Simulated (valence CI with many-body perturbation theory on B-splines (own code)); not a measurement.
Results of a calculation; reference values are marked as such.
**Level structure of Ru XII**

Method: configuration interaction combined with many-body perturbation theory (CI+MBPT): five valence electrons over a frozen Dirac-Fock core [Ar] 3d10, radial functions for each j: 11 s, 11 p, 10 d, 8 f, 5 g, 2 h, with the one-electron correlation potential Σ1 (screened to all orders), the two-electron term Σ2, the three-electron term Σ3, Breit, model QED; selected single and double excitations, second order for the rest, scaled by the run's own slope (own B-spline code, finite nucleus).

No measured spectrum was set against this ion. As an estimate, levels hold to about 250 cm⁻¹ or 0.2 % of their energy and the worst to 1 %, as in measured heavy ions of charge 2 to 7; those with d or f electrons hold less well. Among the levels kept, up to 2600 cm⁻¹ of a level comes from second order outside the variational space, and about a tenth of that is noise between levels of different J, which matters for small intervals.

Levels 1 to 45 of 174, with energies above the lowest level, 4s2 4p3 4S°_3/2. "Leading %" is the weight of the configuration and term that name the level; weights of strongly mixed levels are sums over their largest components and can fall short.

```tsv
No.	Configuration	Term	J	E (cm⁻¹)	Leading %	Second component	g
1	4s2 4p3	4S°	3/2	0	74	17 % 4s2 4p3 2P°	1.804
2	4s2 4p3	2D°	3/2	32348	67	17 % 4s2 4p3 4S°	1.081
3	4s2 4p3	2D°	5/2	44083	97		1.200
4	4s2 4p3	2P°	1/2	66243	97		0.665
5	4s2 4p3	2P°	3/2	89570	67	23 % 4s2 4p3 2D°	1.248
6	4s 4p4	4P	5/2	263600	87	6 % 4s 4p4 2D	1.575
7	4s 4p4	4P	3/2	284490	87	6 % 4s2 4p2 4d 4P	1.689
8	4s 4p4	4P	1/2	289770	83	9 % 4s 4p4 2S	2.604
9	4s 4p4	2D	3/2	324600	74	10 % 4s2 4p2 4d 2D	0.888
10	4s 4p4	2D	5/2	332370	80	10 % 4s2 4p2 4d 2D	1.224
11	4s 4p4	2S	1/2	367480	50	28 % 4s 4p4 2P	1.551
12	4s 4p4	2P	3/2	373360	61	26 % 4s2 4p2 4d 2P	1.285
13	4s 4p4	2P	1/2	405370	39	29 % 4s 4p4 2S	1.153
14	4s2 4p2 4d	4F	3/2	410310	77	9 % 4s2 4p2 4d 4D	0.532
15	4s2 4p2 4d	4F	5/2	419370	66	22 % 4s2 4p2 4d 4D	1.114
16	4s2 4p2 4d	2F	5/2	432620	67	17 % 4s2 4p2 4d 4F	0.954
17	4s2 4p2 4d	4F	7/2	434430	81	14 % 4s2 4p2 4d 4D	1.254
18	4s2 4p2 4d	4D	1/2	438700	90	5 % 4s 4p4 2P	0.060
19	4s2 4p2 4d	4D	3/2	440420	74	13 % 4s2 4p2 4d 4F	1.102
20	4s2 4p2 4d	2F	7/2	441030	50	38 % 4s2 4p2 4d 4D	1.241
21	4s2 4p2 4d	4F	9/2	446640	80	17 % 4s2 4p2 4d 2G	1.294
22	4s2 4p2 4d	4D	5/2	451820	54	26 % 4s2 4p2 4d 2F	1.200
23	4s2 4p2 4d	2P	3/2	468360	59	20 % 4s 4p4 2P	1.273
24	4s2 4p2 4d	4D	7/2	471480	38	25 % 4s2 4p2 4d 2G	1.198
25	4s2 4p2 4d	2G	7/2	483220	61	28 % 4s2 4p2 4d 2F	1.009
26	4s2 4p2 4d	4P	5/2	488310	73	8 % 4s2 4p2 4d 2D	1.527
27	4s2 4p2 4d	2G	9/2	491330	80	17 % 4s2 4p2 4d 4F	1.150
28	4s2 4p2 4d	2P	1/2	491610	45	26 % 4s2 4p2 4d 4P	1.397
29	4s2 4p2 4d	4P	3/2	492620	54	17 % 4s2 4p2 4d 2D	1.439
30	4s2 4p2 4d	4P	1/2	502180	51	26 % 4s2 4p2 4d 2P	1.786
31	4s2 4p2 4d	2D	3/2	502360	65	21 % 4s2 4p2 4d 4P	1.032
32	4s2 4p2 4d	2D	5/2	516650	78	6 % 4s 4p4 2D	1.203
33	4s2 4p2 4d	2D	3/2	524800	71	9 % 4s 4p4 2D	0.920
34	4s2 4p2 4d	2P	1/2	529740	77	15 % 4s2 4p2 4d 2S	0.915
35	4s2 4p2 4d	2D	5/2	532060	77	13 % 4s2 4p2 4d 2F	1.162
36	4s2 4p2 4d	2F	5/2	537010	48	40 % 4s2 4p2 4d 2D	1.051
37	4s2 4p2 4d	2S	1/2	549440	60	11 % 4s2 4p2 4d 4P	1.868
38	4s2 4p2 4d	2F	7/2	550710	93		1.137
39	4s2 4p2 4d	2P	3/2	551030	76	8 % 4s2 4p2 4d 2D	1.275
40	4s2 4p2 4d	2D	3/2	573500	91		0.828
41	4s2 4p2 4d	2D	5/2	576890	62	31 % 4s2 4p2 4d 2F	1.100
42	4p5	2P°	3/2	604630	71	22 % 4s 4p3 4d 2P°	1.333
43	4s 4p3 4d	6D°	1/2	631130	93	4 % 4s 4p3 4d 4P°	3.268
44	4s 4p3 4d	6D°	3/2	631880	94		1.843
45	4s 4p3 4d	6D°	5/2	632620	92		1.632
```

Names give the largest LS component (configuration and term), which can be under half, so a name can repeat, a term be missing and a line seem to break the LS rules; names also repeat where a configuration has a term twice.

The ionisation energy to 4s2 4p2 3P_0 of the next ion comes out as 245.8 eV (NIST: 245 ± 2.5 eV (theoretical)). All 174 levels together are meant to be complete up to 956930 cm⁻¹.
